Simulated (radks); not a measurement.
Results of a calculation; reference values are marked as such.
Trend from K to Kr: ionisation energy by Delta-SCF between NIST ground configurations, and size. Code: a radial shooting solver on a logarithmic mesh with Libxc functionals. Model: non-relativistic Kohn-Sham, r2SCAN, spin-polarised, spherical densities, point nucleus; open shells are filled with parallel spins first; meta-GGA in the generalised Kohn-Sham scheme.

species      configuration  configuration of the ion  IE (eV)  NIST (eV)  kind  outermost  <r> outermost (bohr)  r at 0.001 e/bohr^3 (bohr)
K                 [Ar] 4s1                      [Ar]    4.252      4.341  exp.         4s                  4.98                        4.46
Ca                [Ar] 4s2                  [Ar] 4s1    5.811      6.113  exp.         4s                  4.09                        5.13
Sc            [Ar] 3d1 4s2              [Ar] 3d1 4s1    6.151      6.561  exp.         4s                  3.88                        5.01
Ti            [Ar] 3d2 4s2              [Ar] 3d2 4s1    6.382      6.828  exp.         4s                  3.74                        4.89
V             [Ar] 3d3 4s2                  [Ar] 3d4    5.262      6.746  exp.         4s                  3.62                        4.78
Cr            [Ar] 3d5 4s1                  [Ar] 3d5    7.214      6.767  exp.         4s                  3.33                        4.40
Mn            [Ar] 3d5 4s2              [Ar] 3d5 4s1    6.880      7.434  exp.         4s                  3.43                        4.60
Fe            [Ar] 3d6 4s2              [Ar] 3d6 4s1    7.553      7.902  exp.         4s                  3.19                        4.51
Co            [Ar] 3d7 4s2                  [Ar] 3d8    7.380      7.881  exp.         4s                  3.03                        4.43
Ni            [Ar] 3d8 4s2                  [Ar] 3d9    6.393      7.640  exp.         4s                  2.90                        4.35
Cu           [Ar] 3d10 4s1                 [Ar] 3d10    8.020      7.726  exp.         4s                  2.96                        4.11
Zn           [Ar] 3d10 4s2             [Ar] 3d10 4s1    9.187      9.394  exp.         4s                  2.70                        4.22
Ga       [Ar] 3d10 4s2 4p1             [Ar] 3d10 4s2    5.888      5.999  exp.         4p                  3.31                        4.44
Ge       [Ar] 3d10 4s2 4p2         [Ar] 3d10 4s2 4p1    8.189      7.899  exp.         4p                  2.82                        4.44
As       [Ar] 3d10 4s2 4p3         [Ar] 3d10 4s2 4p2   10.305      9.789  exp.         4p                  2.49                        4.34
Se       [Ar] 3d10 4s2 4p4         [Ar] 3d10 4s2 4p3    9.331      9.752  exp.         4p                  2.33                        4.26
Br       [Ar] 3d10 4s2 4p5         [Ar] 3d10 4s2 4p4   12.014     11.814  exp.         4p                  2.11                        4.14
Kr                    [Kr]         [Ar] 3d10 4s2 4p5   14.455     14.000  exp.         4p                  1.94                        4.02

Reference values: NIST Atomic Spectra Database (measured). Open shells are spherical and high-spin; term and fine-structure splittings are not resolved.
